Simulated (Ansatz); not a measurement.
Basis sets compared for the cluster Hg₄S₃. The state is a singlet with charge 0. Geometry r2SCAN-D4/def2-SVP. Ansatz on 4 threads of Arm Neoverse V2 on a shared host; times are rough, and most runs start from earlier orbitals.

```xyz
7

Hg   -0.492    0.769   -2.047
Hg   -0.348    1.336    1.830
Hg   -1.489   -0.979    0.158
Hg    2.539   -0.031    2.695
S     0.989   -1.590   -0.195
S    -2.808    0.213   -1.635
S     1.609    0.283   -0.807
```

In the def2 sets Hg takes a core potential; there is no spin–orbit coupling. Another isomer (singlet) lies 1.56 eV lower at PBE0-D4/def2-TZVP; other spin states weren't run for this one.

Binding counts from free atoms (Hg singlet, S triplet) in the same basis, without a counterpoise term.

| level | functions | energy (Eh) | HOMO (eV) | LUMO (eV) | binding per atom (eV) | wall time |
| --- | --- | --- | --- | --- | --- | --- |
| PBE-D4/def2-SVP | 182 | -1807.9000 | -5.59 | -4.27 | 1.13 | 3.2 s |
| PBE0-D4/def2-SVP | 182 | -1807.8153 | -6.44 | -3.66 | 1.01 | 6 s |

Problem. Estimate the rows for PBE-D4/def2-TZVP (with forces), PBE0-D4/def2-TZVP.

Solution. 
```csv
level,functions,energy (Eh),HOMO (eV),LUMO (eV),binding per atom (eV),wall time
PBE-D4/def2-TZVP (with forces),283,-1808.3543,-5.62,-4.27,1.22,7.5 s
PBE0-D4/def2-TZVP,283,-1808.2662,-6.44,-3.63,1.11,16 s
```
